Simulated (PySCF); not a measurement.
Job for PySCF: R-BP86/6-31G* on H6O2Si (a complex), monomers drawn apart or pushed together.

```python
from pyscf import gto, scf, dft, mp
from pyscf.data.elements import chemcore

mol = gto.M(
    atom='''
    O     0.25536175   -0.53033593    0.32901628
    H    -0.44668994   -0.95934262   -0.17215458
    H     0.69917444    0.06262352   -0.28711103
    O    -0.66230908    0.78549279    2.95558828
    Si   -0.06609642    0.27912264    4.39850016
    H    -0.35017908    0.34862670    2.14488653
    H    -0.36577680   -1.15307542    4.66104659
    H    -0.71339516    1.10588028    5.43994008
    H     1.40773363    0.45000340    4.49104068
    ''',
    basis='6-31g*',
    cart=True,
    charge=0, spin=0, verbose=3, max_memory=1800)
mf = dft.RKS(mol, xc='b88,p86')
mf.conv_tol = 1e-8
mf.max_cycle = 100
mf.kernel()
if not mf.converged:
    mf = mf.newton().run(mf.mo_coeff, mf.mo_occ)
```

The log:

```
converged SCF energy = -443.564978623029
```

Self-consistency was reached.

Cost: about 4 core-seconds (a rough figure).
